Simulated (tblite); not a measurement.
C₄H₄F₃O₂ (doublet state).
Structure used (GFN2-xTB), in Å, numbered top down from 1:
```xyz
13
C4H4F3O2 angstrom
C     -1.258   -1.407   -0.142
C     -0.416   -0.203   -0.019
C     -0.970    1.100    0.089
O     -2.181    1.298    0.069
O      0.938   -0.484   -0.012
C      1.863    0.469    0.059
F      1.809    1.351   -0.946
F      1.816    1.183    1.191
F      3.056   -0.108    0.011
H     -1.083   -2.082    0.697
H     -2.300   -1.099   -0.162
H     -1.007   -1.959   -1.048
H     -0.272    1.942    0.195
```

Computed values, GFN2-xTB/tblite, gas phase, harmonic and unscaled. Against measured fundamentals such values can be off by several per cent, at times by over 20. One conformer, not necessarily the lowest. Open shells enter through the occupations alone, without spin polarisation, and single modes of such species can be off by tens of per cent.

Harmonic wavenumbers (cm⁻¹): 49.7, 60.9, 81.2, 141.9, 224.1, 248.8, 316.5, 330.4, 364.9, 399.0, 483.1, 552.2, 596.5, 678.9, 811.6, 868.6, 904.5, 965.2, 994.9, 1043.1, 1114.7, 1176.1, 1229.2, 1356.9, 1375.0, 1401.4, 1405.0, 1438.2, 1577.6, 2855.1, 2973.9, 2998.0, 3059.7.

A = 2979, B = 1101, C = 938.6 MHz; mass 141.016 u (most abundant isotopes); point group Cs, symmetry number 1; spin multiplicity 2.

**Question.** What is the zero-point energy?

**Answer.** ½Σν̃ = 17038 cm⁻¹ = 48.72 kcal/mol.

**Question.** Give the ideal-gas entropy at 500 K and 1 bar in the rigid-rotor, harmonic-oscillator model (classical rotation).

**Answer.** Translation 43.34, rotation 30.58, vibration 43.81, spin (R ln 2) 1.38: S = 119.1 cal/(mol K).

**Question.** And Cp and H(500 K) − H(0)?

**Answer.** Cp = 46.14 cal/(mol K), of which vibrations give 38.19 (their classical limit is 33 R = 65.6); H(500 K) − H(0) = 14.70 kcal/mol without the zero-point energy, 10.73 from vibrations.

**Question.** Which modes carry the vibrational entropy at 500 K?

**Answer.** 49.7 cm⁻¹: 5.85; 60.9 cm⁻¹: 5.45; 81.2 cm⁻¹: 4.88; 141.9 cm⁻¹: 3.78; 224.1 cm⁻¹: 2.89; 248.8 cm⁻¹: 2.69 cal/(mol K); the other 27 give 18.26 together.

**Question.** What must be added to the electronic energy to get the Gibbs energy at 500 K and 1 bar?

**Answer.** ZPE + [H(500 K) − H(0)] − T·S = 48.72 + 14.70 − 59.55 = 3.87 kcal/mol.

**Question.** Blend soft modes into free rotors: weight 1/[1 + (100 cm⁻¹/ν̃)⁴] for the oscillator and the rest for a rotor with moment μB/(μ + B), μ = h/(8π²ν), B = 10⁻⁴⁴ kg m². What vibrational entropy results?

**Answer.** 39.65 cal/(mol K) in place of 43.81, which changes −T·S at 500 K by +2.08 kcal/mol.

Hindered rotation and anharmonicity are outside this model. Other conformers, if any are populated, would add a mixing term that is left out.
